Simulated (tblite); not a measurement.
Compound: C₇H₁₂S.
Z-matrix (Å and degrees, GFN2-xTB geometry), rows numbered from 1:
```
S 
C   1  1.8283
C   2  1.5336  1  115.46
C   3  1.5388  2   90.01  1  -118.27
C   4  1.5260  3  115.41  2  -105.65
C   5  1.5302  4  104.62  3    76.07
C   6  1.5300  5  103.77  4    36.72
C   7  1.5240  6  104.00  5   -37.50
H   1  1.3316  2   95.75  3   -70.14
H   2  1.0901  1  107.13  3   130.35
H   3  1.0882  2  113.43  1    -2.24
H   3  1.0888  2  114.69  1   123.94
H   4  1.0886  3  114.24  2   121.64
H   5  1.0912  4  109.50  3  -166.39
H   5  1.0897  4  112.16  3   -46.15
H   6  1.0910  5  110.07  4   -80.99
H   6  1.0889  5  112.33  4   158.43
H   7  1.0897  6  112.70  5  -159.31
H   7  1.0910  6  109.95  5    79.65
H   8  1.0889  2  113.64  1     0.92
```

Level: GFN2-xTB in tblite, geometry and Hessian alike; calculated harmonic values, unscaled, isolated species. Errors from tens to a few hundred cm⁻¹ against measured bands are possible. Modes of hydrogen on sulfur can be 10 to 20 % off. One conformer, not necessarily the lowest.

Harmonic wavenumbers (cm⁻¹): 69.7, 163.1, 186.5, 215.1, 255.2, 342.0, 399.2, 570.1, 602.8, 665.9, 785.3, 809.5, 849.2, 871.3, 906.4, 941.5, 962.8, 997.1, 998.4, 1011.1, 1023.9, 1085.9, 1093.4, 1115.4, 1134.1, 1145.1, 1171.6, 1184.5, 1194.5, 1219.9, 1231.1, 1240.1, 1257.1, 1281.1, 1297.0, 1310.2, 1320.8, 1323.8, 1462.3, 1482.4, 1484.8, 1501.6, 2430.4, 2956.1, 2976.1, 2980.8, 2989.0, 2991.5, 2996.3, 3001.2, 3002.9, 3004.2, 3013.7, 3014.7.

A = 3824, B = 1141, C = 1003 MHz; mass 128.066 u (most abundant isotopes); point group C1, symmetry number 1.

Task: What is the zero-point energy?

Result: Half the sum of the wavenumbers: 37760 cm⁻¹ = 107.96 kcal/mol.

Task: What is S at 350 K and 1 bar for an ideal gas of classical rigid rotors and harmonic oscillators?

Result: Translation 41.28, rotation 29.16, vibration 22.71: S = 93.1 cal/(mol K).

Task: And Cp and H(350 K) − H(0)?

Result: Cp = 38.39 cal/(mol K), of which vibrations give 30.44 (their classical limit is 54 R = 107.3); H(350 K) − H(0) = 7.36 kcal/mol without the zero-point energy, 4.58 from vibrations.

Task: What must be added to the electronic energy to get the Gibbs energy at 350 K and 1 bar?

Result: ZPE + [H(350 K) − H(0)] − T·S = 107.96 + 7.36 − 32.60 = 82.72 kcal/mol.

Task: How do the functions run with temperature in this model?

Result: 
```json
{"T (K)": "150", "S (cal/(mol K))": "71.1", "Cp (cal/(mol K))": "18.1", "H − H(0) (kcal/mol)": "1.88", "G − H(0) (kcal/mol)": "-8.79", "ln q(vib)": "1.43"}
{"T (K)": "250", "S (cal/(mol K))": "82.3", "Cp (cal/(mol K))": "27.0", "H − H(0) (kcal/mol)": "4.10", "G − H(0) (kcal/mol)": "-16.47", "ln q(vib)": "3.05"}
{"T (K)": "298.15", "S (cal/(mol K))": "87.5", "Cp (cal/(mol K))": "32.3", "H − H(0) (kcal/mol)": "5.53", "G − H(0) (kcal/mol)": "-20.56", "ln q(vib)": "3.89"}
{"T (K)": "400", "S (cal/(mol K))": "98.7", "Cp (cal/(mol K))": "44.1", "H − H(0) (kcal/mol)": "9.42", "G − H(0) (kcal/mol)": "-30.04", "ln q(vib)": "5.81"}
{"T (K)": "600", "S (cal/(mol K))": "120.3", "Cp (cal/(mol K))": "62.8", "H − H(0) (kcal/mol)": "20.23", "G − H(0) (kcal/mol)": "-51.95", "ln q(vib)": "9.97"}
{"T (K)": "900", "S (cal/(mol K))": "149.4", "Cp (cal/(mol K))": "80.3", "H − H(0) (kcal/mol)": "41.93", "G − H(0) (kcal/mol)": "-92.52", "ln q(vib)": "16.50"}
```

q(vib) and H(0) count from the zero-point level.

Task: Which modes carry the vibrational entropy at 350 K?

Result: 69.7 cm⁻¹: 4.48; 163.1 cm⁻¹: 2.82; 186.5 cm⁻¹: 2.56; 215.1 cm⁻¹: 2.30; 255.2 cm⁻¹: 1.98; 342.0 cm⁻¹: 1.47 cal/(mol K); the other 48 give 7.11 together.

Hindered rotation and anharmonicity are outside this model. Other conformers, if any are populated, would add a mixing term that is left out. The structure is chiral; the term R ln 2 for an equal mix with its mirror image is left out.
